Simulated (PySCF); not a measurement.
C4H6BNO, SMILES C=C1OC(=C)B1N.

Geometry: r2SCAN-D4/def2-SVP. This is a generated structure with no PubChem entry under its InChIKey; it may be hypothetical. Other conformers were not sampled.

Two levels are set side by side: PBE/def2-TZVP (PySCF) and M06-2X/def2-TZVP (PySCF). Same geometry, gas phase. Differences are taken from unrounded values.

```
quantity                     M06-2X
---------------------------  ------
orbital gap (eV)               7.13
highest occupied level (eV)   -7.54
lowest empty level (eV)       -0.41
dipole moment (D)              3.50
mean polarisability (bohr³)    74.4
```

Problem. What does PBE give, and how far is it from M06-2X? (Estimate from the structure and the level; the computed values follow.)

Solution. 
```json
[
 {"quantity": "orbital gap (eV)", "PBE": "3.06", "PBE minus M06-2X": "-4.07"},
 {"quantity": "highest occupied level (eV)", "PBE": "-5.20", "PBE minus M06-2X": "2.33"},
 {"quantity": "lowest empty level (eV)", "PBE": "-2.15", "PBE minus M06-2X": "-1.74"},
 {"quantity": "dipole moment (D)", "PBE": "3.39", "PBE minus M06-2X": "-0.11"},
 {"quantity": "mean polarisability (bohr³)", "PBE": "78.1", "PBE minus M06-2X": "3.7"}
]
```

PBE's occupied levels lie high since its potential decays too fast outside the molecule; exact exchange lowers them and widens the gap. PBE's more diffuse valence density responds more strongly to a field. Differences between two approximate levels are no errors against the true value.

Rough cost on one machine, each run with all the roots and properties that it gave: M06-2X against PBE about 5 times.
